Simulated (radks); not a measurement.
Results of a calculation; reference values are marked as such.
Question: Ionisation of Ru, [Kr] 4d7 5s1, to Ru+, [Kr] 4d7, under several functionals. Scalar-relativistic Kohn-Sham, spin-polarised, spherical densities, finite nucleus; open shells are filled with parallel spins first (spin-orbit coupling, left out, can overturn this in heavy ions); a radial shooting solver on a logarithmic mesh with Libxc functionals. Known Delta-SCF values: BLYP 7.698 eV. What does LDA (Slater exchange, VWN5 correlation) give, and what is its highest occupied eigenvalue?

Answer: 8.041 eV by Delta-SCF; the 4d eigenvalue is -4.181 eV. NIST: 7.361 eV (measured).
